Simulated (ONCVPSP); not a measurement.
Zn: one change to an ONCV potential, before and after

Zn (Z = 30), optimised norm-conserving Vanderbilt (ONCV), made with ONCVPSP 4.0.1 (PBEsol, fully relativistic). Core [Ne], reference 3s2 3p6 3d10 4s1 4p1. Waves: 3s+4s: rc 1.20 bohr, ncon 3, nbas 6, qcut 8.7 1/bohr, 3 projectors, debl 0.5 Ha; 3p+4p: rc 1.30 bohr, ncon 3, nbas 6, qcut 12.3 1/bohr, 2 projectors; 3d: rc 0.70 bohr, ncon 4, nbas 8, qcut 14.6 1/bohr, 1 projector. Local part: polynomial inside 0.55 bohr (lpopt 5, dvloc0 -1 Ha). Core correction: Teter function fitted to the true core (icmod 2), fcfact 0.15.

Open shells are filled in proportion to 2j + 1.

All-electron outer shells of the reference configuration (PBEsol, scalar-relativistic, ld1.x):

| shell | level (eV) | outermost node (bohr) | outermost maximum (bohr) |
| --- | --- | --- | --- |
| 2s | -1159.40 | 0.07 | 0.19 |
| 2p | -1005.59 | – | 0.15 |
| 3s | -131.16 | 0.28 | 0.59 |
| 3p | -85.50 | 0.25 | 0.59 |
| 3d | -12.36 | – | 0.57 |
| 4s | -7.41 | 0.85 | 2.04 |
| 4p | -2.09 | 0.92 | 2.89 |

Change: reference 3s2 3p6 3d10 4s2; wave 3p+4p: rc 1.30 bohr, ncon 3, nbas 6, qcut 12.3 1/bohr, 2 projectors becomes 3p: rc 1.30 bohr, ncon 3, nbas 6, qcut 12.3 1/bohr, 2 projectors, debl 0.6 Ha. In the p channel the program set the typed energies aside and used -3.022, 0.250 Ha (j = l + 1/2; the other j can differ).

Cutoffs: the cutoffs (Ha) at which the residual kinetic energy of the hardest occupied pseudo-wave falls to 1 and 0.1 mHa per electron; they do not see the model core or the augmentation charge, which bear on the density cutoff. Errors are all-electron minus pseudo energies relative to the spin-unpolarised reference configuration.

Task: What does the change do?

Result: The potential gets neither clearly harder nor softer (431 Ha and 506 Ha → 430 Ha and 506 Ha); neither file shows a bound ghost.

```csv
quantity,base,changed
"cutoff, loose",431 Ha,430 Ha
"cutoff, tight",506 Ha,506 Ha
loose cutoff by channel,"s 17 Ha, p 45 Ha, d 431 Ha","s 17 Ha, p 46 Ha, d 430 Ha"
bound ghosts,none,none
GHOST(+) flags under 300 eV,p1/2 at 155.0 eV,p1/2 at 126.7 eV
"largest error over its own tests, meV",+6.8,+3.1
s: phases at 1.22 bohr within 0.05 rad from the reference energy up to (Ha; the scan ends near 5),to the end of the scan,to the end of the scan
p3/2: phases at 1.32 bohr within 0.05 rad from the reference energy up to (Ha; the scan ends near 5),to the end of the scan,to the end of the scan
p1/2: phases at 1.32 bohr within 0.05 rad from the reference energy up to (Ha; the scan ends near 5),to the end of the scan,4.1
d5/2: phases at 0.71 bohr within 0.05 rad from the reference energy up to (Ha; the scan ends near 5),to the end of the scan,to the end of the scan
d3/2: phases at 0.71 bohr within 0.05 rad from the reference energy up to (Ha; the scan ends near 5),to the end of the scan,to the end of the scan
"rms error of d²Exc/dni dnj with the model core, mHa",5.80,6.42
```

Changed file: These tests converged, but a pseudo level misses the all-electron one widely, so the file describes the atom poorly there or has found another state: 3s2 3p6 3d10 4s0 4p2: empty 4s by 14.3 eV.
